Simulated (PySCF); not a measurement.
## Magnetisability: `C[SiH2]O[SiH2]C`, C₂H₁₀OSi₂

Geometry:
| atom | x (Å) | y (Å) | z (Å) |
| --- | --- | --- | --- |
| C1 | -1.954 | -1.037 | -0.021 |
| Si2 | -1.669 | 0.834 | 0.098 |
| O3 | -0.080 | 1.161 | 0.086 |
| Si4 | 1.538 | 1.065 | 0.031 |
| C5 | 2.080 | -0.748 | -0.107 |
| H6 | -3.014 | -1.272 | -0.005 |
| H7 | -1.490 | -1.562 | 0.810 |
| H8 | -1.541 | -1.450 | -0.938 |
| H9 | -2.170 | 1.361 | 1.369 |
| H10 | -2.224 | 1.537 | -1.060 |
| H11 | 2.007 | 1.670 | 1.279 |
| H12 | 1.937 | 1.828 | -1.153 |
| H13 | 1.729 | -1.333 | 0.739 |
| H14 | 3.162 | -0.834 | -0.139 |
| H15 | 1.687 | -1.212 | -1.009 |

Level of theory: PySCF 2.14.0, GIAO B3LYP/pcSseg-1 magnetisability, rotational g tensor and spin-rotation constants, non-relativistic, gas phase. Geometry: GFN2-xTB.

Task: How diamagnetic is it, and how anisotropic?

Result: Isotropic -1088 × 10⁻³⁰ J/T², or -65.5 × 10⁻⁶ cm³/mol; principal values -1194, -1039, -1030 × 10⁻³⁰ J/T², anisotropy 160 × 10⁻³⁰ J/T² (root of half the summed squared differences of the principal values). The susceptibility is in cgs units.

Task: Split it along the inertial axes a, b, c into diamagnetic and paramagnetic parts about the centre of mass, with the quadrupole moment.

Result: 
| axis | χ (10⁻⁶ cm³/mol) | diamagnetic (10⁻⁶ cm³/mol) | paramagnetic (10⁻⁶ cm³/mol) | summed x² of all electrons (Å²) | quadrupole Θ (D Å) |
| --- | --- | --- | --- | --- | --- |
| a | -71.9 | -366.4 | 294.5 | 178.2 | +3.75 |
| b | -62.6 | -838.0 | 775.4 | 67.0 | -2.09 |
| c | -62.0 | -1040.2 | 978.1 | 19.4 | -1.66 |

Anisotropies 2χaa − χbb − χcc = -19.2 and 2χbb − χaa − χcc = +8.8 × 10⁻⁶ cm³/mol. Θ is traceless in Buckingham's convention.

Task: And the rotational g tensor?

Result: 
```
axis  rotational constant (GHz)        g  nuclear part  electronic part
   a                     5.1166  -0.0387        0.6692          -0.7079
   b                     1.6881  -0.0175        0.5975          -0.6150
   c                     1.3300  -0.0142        0.5969          -0.6112
```
Asymmetric top; isotopes 12C, 1H, 16O, 28Si; no vibrational averaging.
